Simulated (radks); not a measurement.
Task: The mean radii <r> (bohr) of the occupied orbitals of an atom or ion are listed with their occupations. All-electron calculation, scalar-relativistic Kohn-Sham, LB94 model potential, spin-polarised, spherical densities, finite nucleus; Fermi nuclear charge, rms radius of each element as measured or else 0.836 A^(1/3) + 0.57 fm. Program: a radial shooting solver on a logarithmic mesh with Libxc functionals.

| orbital | occ. | <r> |
|---|---|---|
| 1s up | 1 | 0.02358 |
| 1s down | 1 | 0.02358 |
| 2s down | 1 | 0.09931 |
| 2s up | 1 | 0.09921 |
| 2p down | 3 | 0.08700 |
| 2p up | 3 | 0.08692 |
| 3s up | 1 | 0.2368 |

Name the element and its charge. Open shells, if any, are filled with parallel spins first.

Result: Z = 60, neodymium, charge +49: Nd49+ in [Ne] 3s1. The 1s radius gives Z: for a bare nucleus <r> = (2 gamma + 1)/(2Z) with gamma = sqrt(1 - (Z/c)^2), 0.02332 bohr for Z = 60, and screening makes it slightly larger (0.02358 here). The occupations add up to 11, and the charge is Z minus that.
